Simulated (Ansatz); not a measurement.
Ansatz (a program for electronic structure) input (B3LYP-D3(BJ)/def2-TZVP):

Ansatz 0.2 input:
```yaml
crystal:
  periodic: [false, false, false]
  atoms:
    - {symbol: C, position_ang: [-1.93431127, 0.08716731, 0.35535192]}
    - {symbol: C, position_ang: [-0.75443489, 0.35236595, -0.56730188]}
    - {symbol: C, position_ang: [0.56497054, -0.08049930, 0.01824541]}
    - {symbol: O, position_ang: [0.73112130, -0.58792262, 1.09619992]}
    - {symbol: O, position_ang: [1.59147201, 0.17115359, -0.83087295]}
    - {symbol: H, position_ang: [-1.81802030, 0.61626239, 1.30089247]}
    - {symbol: H, position_ang: [-2.02155811, -0.97488479, 0.58326737]}
    - {symbol: H, position_ang: [-2.86220530, 0.41703101, -0.11285936]}
    - {symbol: H, position_ang: [-0.86969000, -0.16159067, -1.52561461]}
    - {symbol: H, position_ang: [-0.66814695, 1.41396254, -0.81502257]}
    - {symbol: H, position_ang: [2.40152788, -0.13083210, -0.39105182]}
basis:
  gaussian:
    orbitals: def2-TZVP
hamiltonian:
  xc: b3lyp
  dispersion: d3bj
phonons: {temperatures: {t_min: 298.15, t_max: 298.15, t_step: 100}}
```

Output:

```
Functional definition: B3LYP
integrals: 0.09 GiB planned
1106 factors; their error is unknown
mean field: 0.92 GiB planned
mean field evaluation 1: about -7295.6566 eV, gradient 7.7e1 eV
mean field evaluation 2: about -7285.6734 eV, gradient 1.0e2 eV
mean field evaluation 4: about -7306.6722 eV, gradient 7.0e0 eV
mean field evaluation 8: about -7306.7453 eV, gradient 5.5e-1 eV
mean field evaluation 16: about -7306.7457 eV, gradient 7.8e-5 eV
mean field -7306.74567272 eV, -268.5179507822 hartree, gradient 2.0e-5 eV, S^2 0.000000; 0 other end points of the search recorded, 0 dependent functions left out
the calculation of the forces begins
reference -7306.74592461 eV, -268.5179600393 hartree; 20, 20 occupied and 171, 171 virtual orbitals, 1106 factors
these checks for a lower state are left out or cut short: stability, starts, cluster_reference, orbital_swaps, neighbouring_geometries, increment
integrals: 0.09 GiB planned
1106 factors; their error is unknown
mean field: 0.92 GiB planned
mean field -7306.74550445 eV, -268.5179445986 hartree, gradient 3.5e-6 eV, S^2 0.000000; 0 other end points of the search recorded, 0 dependent functions left out
the calculation of the forces begins
reference -7306.74575641 eV, -268.5179538580 hartree; 20, 20 occupied and 171, 171 virtual orbitals, 1106 factors
these checks for a lower state are left out or cut short: stability, starts, cluster_reference, orbital_swaps, neighbouring_geometries, increment
integrals: 0.09 GiB planned
1106 factors; their error is unknown
mean field: 0.92 GiB planned
mean field evaluation 32: about -7306.7455 eV, gradient 8.2e-3 eV
mean field -7306.74551523 eV, -268.5179449947 hartree, gradient 3.5e-6 eV, S^2 0.000000; 0 other end points of the search recorded, 0 dependent functions left out
the calculation of the forces begins
reference -7306.74576706 eV, -268.5179542494 hartree; 20, 20 occupied and 171, 171 virtual orbitals, 1106 factors
these checks for a lower state are left out or cut short: stability, starts, cluster_reference, orbital_swaps, neighbouring_geometries, increment
integrals: 0.09 GiB planned
1106 factors; their error is unknown
mean field: 0.92 GiB planned
mean field -7306.74547935 eV, -268.5179436760 hartree, gradient 3.5e-6 eV, S^2 0.000000; 0 other end points of the search recorded, 0 dependent functions left out
the calculation of the forces begins
reference -7306.74573128 eV, -268.5179529345 hartree; 20, 20 occupied and 171, 171 virtual orbitals, 1106 factors
these checks for a lower state are left out or cut short: stability, starts, cluster_reference, orbital_swaps, neighbouring_geometries, increment
integrals: 0.09 GiB planned
1106 factors; their error is unknown
mean field: 0.92 GiB planned
mean field -7306.74553630 eV, -268.5179457692 hartree, gradient 3.5e-6 eV, S^2 0.000000; 0 other end points of the search recorded, 0 dependent functions left out
the calculation of the forces begins
reference -7306.74578816 eV, -268.5179550248 hartree; 20, 20 occupied and 171, 171 virtual orbitals, 1106 factors
these checks for a lower state are left out or cut short: stability, starts, cluster_reference, orbital_swaps, neighbouring_geometries, increment
integrals: 0.09 GiB planned
1106 factors; their error is unknown
mean field: 0.92 GiB planned
mean field -7306.74552292 eV, -268.5179452775 hartree, gradient 3.5e-6 eV, S^2 0.000000; 0 other end points of the search recorded, 0 dependent functions left out
the calculation of the forces begins
reference -7306.74577474 eV, -268.5179545316 hartree; 20, 20 occupied and 171, 171 virtual orbitals, 1106 factors
these checks for a lower state are left out or cut short: stability, starts, cluster_reference, orbital_swaps, neighbouring_geometries, increment
integrals: 0.09 GiB planned
[...]
1106 factors; their error is unknown
mean field: 0.92 GiB planned
mean field -7306.74563234 eV, -268.5179492985 hartree, gradient 3.5e-6 eV, S^2 0.000000; 0 other end points of the search recorded, 0 dependent functions left out
the calculation of the forces begins
reference -7306.74588425 eV, -268.5179585561 hartree; 20, 20 occupied and 171, 171 virtual orbitals, 1106 factors
these checks for a lower state are left out or cut short: stability, starts, cluster_reference, orbital_swaps, neighbouring_geometries, increment
integrals: 0.09 GiB planned
1106 factors; their error is unknown
mean field: 0.92 GiB planned
mean field evaluation 224: about -7306.7456 eV, gradient 8.2e-3 eV
mean field -7306.74563454 eV, -268.5179493794 hartree, gradient 3.5e-6 eV, S^2 0.000000; 0 other end points of the search recorded, 0 dependent functions left out
the calculation of the forces begins
reference -7306.74588643 eV, -268.5179586360 hartree; 20, 20 occupied and 171, 171 virtual orbitals, 1106 factors
these checks for a lower state are left out or cut short: stability, starts, cluster_reference, orbital_swaps, neighbouring_geometries, increment
integrals: 0.09 GiB planned
1106 factors; their error is unknown
mean field: 0.92 GiB planned
mean field -7306.74560782 eV, -268.5179483974 hartree, gradient 3.5e-6 eV, S^2 0.000000; 0 other end points of the search recorded, 0 dependent functions left out
the calculation of the forces begins
reference -7306.74585968 eV, -268.5179576530 hartree; 20, 20 occupied and 171, 171 virtual orbitals, 1106 factors
these checks for a lower state are left out or cut short: stability, starts, cluster_reference, orbital_swaps, neighbouring_geometries, increment
integrals: 0.09 GiB planned
1106 factors; their error is unknown
mean field: 0.92 GiB planned
mean field -7306.74564442 eV, -268.5179497422 hartree, gradient 3.5e-6 eV, S^2 0.000000; 0 other end points of the search recorded, 0 dependent functions left out
the calculation of the forces begins
reference -7306.74589635 eV, -268.5179590007 hartree; 20, 20 occupied and 171, 171 virtual orbitals, 1106 factors
these checks for a lower state are left out or cut short: stability, starts, cluster_reference, orbital_swaps, neighbouring_geometries, increment
integrals: 0.09 GiB planned
1106 factors; their error is unknown
mean field: 0.92 GiB planned
mean field -7306.74564751 eV, -268.5179498561 hartree, gradient 3.5e-6 eV, S^2 0.000000; 0 other end points of the search recorded, 0 dependent functions left out
the calculation of the forces begins
reference -7306.74589940 eV, -268.5179591128 hartree; 20, 20 occupied and 171, 171 virtual orbitals, 1106 factors
these checks for a lower state are left out or cut short: stability, starts, cluster_reference, orbital_swaps, neighbouring_geometries, increment
integrals: 0.09 GiB planned
1106 factors; their error is unknown
mean field: 0.92 GiB planned
mean field -7306.74566325 eV, -268.5179504343 hartree, gradient 3.5e-6 eV, S^2 0.000000; 0 other end points of the search recorded, 0 dependent functions left out
the calculation of the forces begins
reference -7306.74591516 eV, -268.5179596917 hartree; 20, 20 occupied and 171, 171 virtual orbitals, 1106 factors
these checks for a lower state are left out or cut short: stability, starts, cluster_reference, orbital_swaps, neighbouring_geometries, increment
integrals: 0.09 GiB planned
1106 factors; their error is unknown
mean field: 0.92 GiB planned
mean field evaluation 256: about -7306.7538 eV, gradient 5.5e-1 eV
mean field -7306.74563844 eV, -268.5179495226 hartree, gradient 3.5e-6 eV, S^2 0.000000; 0 other end points of the search recorded, 0 dependent functions left out
the calculation of the forces begins
reference -7306.74589031 eV, -268.5179587785 hartree; 20, 20 occupied and 171, 171 virtual orbitals, 1106 factors
these checks for a lower state are left out or cut short: stability, starts, cluster_reference, orbital_swaps, neighbouring_geometries, increment
integrals: 0.09 GiB planned
1106 factors; their error is unknown
mean field: 0.92 GiB planned
mean field -7306.74564023 eV, -268.5179495885 hartree, gradient 3.5e-6 eV, S^2 0.000000; 0 other end points of the search recorded, 0 dependent functions left out
the calculation of the forces begins
reference -7306.74589216 eV, -268.5179588467 hartree; 20, 20 occupied and 171, 171 virtual orbitals, 1106 factors
these checks for a lower state are left out or cut short: stability, starts, cluster_reference, orbital_swaps, neighbouring_geometries, increment
integrals: 0.09 GiB planned
1106 factors; their error is unknown
mean field: 0.92 GiB planned
mean field -7306.74556760 eV, -268.5179469193 hartree, gradient 3.5e-6 eV, S^2 0.000000; 0 other end points of the search recorded, 0 dependent functions left out
the calculation of the forces begins
reference -7306.74581945 eV, -268.5179561747 hartree; 20, 20 occupied and 171, 171 virtual orbitals, 1106 factors
these checks for a lower state are left out or cut short: stability, starts, cluster_reference, orbital_swaps, neighbouring_geometries, increment
integrals: 0.09 GiB planned
1106 factors; their error is unknown
mean field: 0.92 GiB planned
mean field -7306.74561747 eV, -268.5179487521 hartree, gradient 3.5e-6 eV, S^2 0.000000; 0 other end points of the search recorded, 0 dependent functions left out
the calculation of the forces begins
reference -7306.74586942 eV, -268.5179580108 hartree; 20, 20 occupied and 171, 171 virtual orbitals, 1106 factors
these checks for a lower state are left out or cut short: stability, starts, cluster_reference, orbital_swaps, neighbouring_geometries, increment
integrals: 0.09 GiB planned
1106 factors; their error is unknown
mean field: 0.92 GiB planned
mean field evaluation 288: about -7306.7456 eV, gradient 8.2e-3 eV
mean field -7306.74562198 eV, -268.5179489176 hartree, gradient 3.5e-6 eV, S^2 0.000000; 0 other end points of the search recorded, 0 dependent functions left out
the calculation of the forces begins
reference -7306.74587388 eV, -268.5179581747 hartree; 20, 20 occupied and 171, 171 virtual orbitals, 1106 factors
these checks for a lower state are left out or cut short: stability, starts, cluster_reference, orbital_swaps, neighbouring_geometries, increment
integrals: 0.09 GiB planned
1106 factors; their error is unknown
mean field: 0.92 GiB planned
mean field -7306.74562081 eV, -268.5179488747 hartree, gradient 3.5e-6 eV, S^2 0.000000; 0 other end points of the search recorded, 0 dependent functions left out
the calculation of the forces begins
reference -7306.74587270 eV, -268.5179581316 hartree; 20, 20 occupied and 171, 171 virtual orbitals, 1106 factors
these checks for a lower state are left out or cut short: stability, starts, cluster_reference, orbital_swaps, neighbouring_geometries, increment
integrals: 0.09 GiB planned
1106 factors; their error is unknown
mean field: 0.92 GiB planned
mean field -7306.74562969 eV, -268.5179492009 hartree, gradient 3.5e-6 eV, S^2 0.000000; 0 other end points of the search recorded, 0 dependent functions left out
the calculation of the forces begins
reference -7306.74588162 eV, -268.5179584592 hartree; 20, 20 occupied and 171, 171 virtual orbitals, 1106 factors
these checks for a lower state are left out or cut short: stability, starts, cluster_reference, orbital_swaps, neighbouring_geometries, increment
integrals: 0.09 GiB planned
1106 factors; their error is unknown
mean field: 0.92 GiB planned
mean field -7306.74559572 eV, -268.5179479527 hartree, gradient 3.5e-6 eV, S^2 0.000000; 0 other end points of the search recorded, 0 dependent functions left out
the calculation of the forces begins
reference -7306.74584758 eV, -268.5179572085 hartree; 20, 20 occupied and 171, 171 virtual orbitals, 1106 factors
Total energy: -7307.06504820 eV, -268.5296876149 hartree
Atom 0 at    -1.934311     0.087167     0.355352 Å, force    -0.000075     0.000007     0.000006 eV/Å
Atom 1 at    -0.754435     0.352366    -0.567302 Å, force    -0.000033    -0.000001     0.000013 eV/Å
Atom 2 at     0.564971    -0.080499     0.018245 Å, force    -0.000101     0.000120    -0.000237 eV/Å
Atom 3 at     0.731121    -0.587923     1.096200 Å, force    -0.000114    -0.000158     0.000382 eV/Å
Atom 4 at     1.591472     0.171154    -0.830873 Å, force     0.000221     0.000082    -0.000244 eV/Å
Atom 5 at    -1.818020     0.616262     1.300892 Å, force     0.000017     0.000015    -0.000027 eV/Å
Atom 6 at    -2.021558    -0.974885     0.583267 Å, force     0.000016     0.000007    -0.000031 eV/Å
Atom 7 at    -2.862205     0.417031    -0.112859 Å, force     0.000066    -0.000026     0.000040 eV/Å
Atom 8 at    -0.869690    -0.161591    -1.525615 Å, force    -0.000004    -0.000046     0.000029 eV/Å
Atom 9 at    -0.668147     1.413963    -0.815023 Å, force     0.000003     0.000009     0.000054 eV/Å
Atom 10 at     2.401528    -0.130832    -0.391052 Å, force     0.000004    -0.000007     0.000015 eV/Å
Dipole moment:    -0.050936     0.140903    -0.297970 e Å
Vibrations: 52.18 209.13 253.43 468.06 520.45 614.77 654.87 816.74 817.38 1015.00 1083.93 1114.33 1161.62 1286.92 1305.43 1405.38 1424.10 1461.51 1495.23 1502.70 1814.67 3041.71 3050.85 3066.42 3114.44 3120.03 3728.11 cm⁻¹, zero-point energy 2.454848 eV
```
